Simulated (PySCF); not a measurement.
Isomers of C6H15OP, mass 134.086 u with the commonest isotopes. Theory: PBE0/pcSseg-1 in PySCF (dipole) on a GFN2-xTB geometry, gas phase. One conformer each, none proved a minimum here; rigid rotors.

Question: Order these by rotational constant B, largest first.
A. `[CH3:1][CH2:2][CH2:3][PH:4][CH2:5][CH2:6][O:7][CH3:8]` with C1–C2–C3–P4 64°, C2–C3–P4–C5 166°, C3–P4–C5–C6 72°, P4–C5–C6–O7 25°, C5–C6–O7–C8 78°
B. `[CH3:1][O:2][CH2:3][P:4]([CH3:5])[CH:6]([CH3:7])[CH3:8]` with C1–O2–C3–P4 -178°, O2–C3–P4–C5 54°, C3–P4–C6–C7 172°
C. `[CH3:1][CH2:2][CH2:3][CH2:4][P:5]([CH3:6])([CH3:7])=[O:8]` with C1–C2–C3–C4 -179°, C2–C3–C4–P5 174°, C3–C4–P5–C6 -176°
D. `[CH3:1][C:2]([CH3:3])([CH3:4])[CH2:5][PH:6][CH2:7][OH:8]` with C2–C5–P6–C7 173°, C5–P6–C7–O8 -74°, P6–C7–O8–H -61°
E. `[CH2:1]=[P:2]([CH3:3])([CH3:4])[CH2:5][CH2:6][O:7][CH3:8]` with C1–P2–C5–C6 38°, P2–C5–C6–O7 64°, C5–C6–O7–C8 -166°

Answer: B (1139 MHz), E (1027 MHz), A (940.4 MHz), D (864.4 MHz), C (742.6 MHz).

Question: Order these by radius of gyration √(Σ m r²/M), largest first.
A. `[CH3:1][C:2]([CH3:3])([CH3:4])[CH2:5][PH:6][CH2:7][OH:8]` with C2–C5–P6–C7 173°, C5–P6–C7–O8 -74°, P6–C7–O8–H -61°
B. `[CH3:1][O:2][CH2:3][P:4]([CH3:5])[CH:6]([CH3:7])[CH3:8]` with C1–O2–C3–P4 -178°, O2–C3–P4–C5 54°, C3–P4–C6–C7 172°
C. `[CH3:1][CH2:2][CH2:3][PH:4][CH2:5][CH2:6][O:7][CH3:8]` with C1–C2–C3–P4 64°, C2–C3–P4–C5 166°, C3–P4–C5–C6 72°, P4–C5–C6–O7 25°, C5–C6–O7–C8 78°
D. `[CH3:1][CH2:2][CH2:3][CH2:4][P:5]([CH3:6])([CH3:7])=[O:8]` with C1–C2–C3–C4 -179°, C2–C3–C4–P5 174°, C3–C4–P5–C6 -176°
E. `[CH2:1]=[P:2]([CH3:3])([CH3:4])[CH2:5][CH2:6][O:7][CH3:8]` with C1–P2–C5–C6 38°, P2–C5–C6–O7 64°, C5–C6–O7–C8 -166°

Answer: D (2.387 Å), A (2.271 Å), C (2.222 Å), B (2.128 Å), E (2.105 Å).

Question: Order these by rotational constant A, largest first.
A. `[CH3:1][CH2:2][CH2:3][CH2:4][P:5]([CH3:6])([CH3:7])=[O:8]` with C1–C2–C3–C4 -179°, C2–C3–C4–P5 174°, C3–C4–P5–C6 -176°
B. `[CH3:1][O:2][CH2:3][P:4]([CH3:5])[CH:6]([CH3:7])[CH3:8]` with C1–O2–C3–P4 -178°, O2–C3–P4–C5 54°, C3–P4–C6–C7 172°
C. `[CH3:1][C:2]([CH3:3])([CH3:4])[CH2:5][PH:6][CH2:7][OH:8]` with C2–C5–P6–C7 173°, C5–P6–C7–O8 -74°, P6–C7–O8–H -61°
D. `[CH3:1][CH2:2][CH2:3][PH:4][CH2:5][CH2:6][O:7][CH3:8]` with C1–C2–C3–P4 64°, C2–C3–P4–C5 166°, C3–P4–C5–C6 72°, P4–C5–C6–O7 25°, C5–C6–O7–C8 78°
E. `[CH2:1]=[P:2]([CH3:3])([CH3:4])[CH2:5][CH2:6][O:7][CH3:8]` with C1–P2–C5–C6 38°, P2–C5–C6–O7 64°, C5–C6–O7–C8 -166°

Answer: A (3299 MHz), C (2928 MHz), E (2764 MHz), D (2707 MHz), B (2258 MHz).

```csv
SMILES,point group,Ia (u·Å²),Ib (u·Å²),Ic (u·Å²),κ,μa (D),μb (D),μc (D)
C=P(C)(C)CCOC,C1,182.87,491.99,512.90,-0.95,0.57,1.39,1.57
CC(C)(C)CPCO,C1,172.61,584.64,625.31,-0.95,0.22,0.70,0.32
COCP(C)C(C)C,C1,223.83,443.88,546.13,-0.68,1.47,0.51,0.45
CCCPCCOC,C1,186.66,537.41,600.50,-0.89,1.02,1.08,0.38
CCCCP(C)(C)=O,C1,153.20,680.58,694.12,-0.99,0.33,1.35,3.69
```
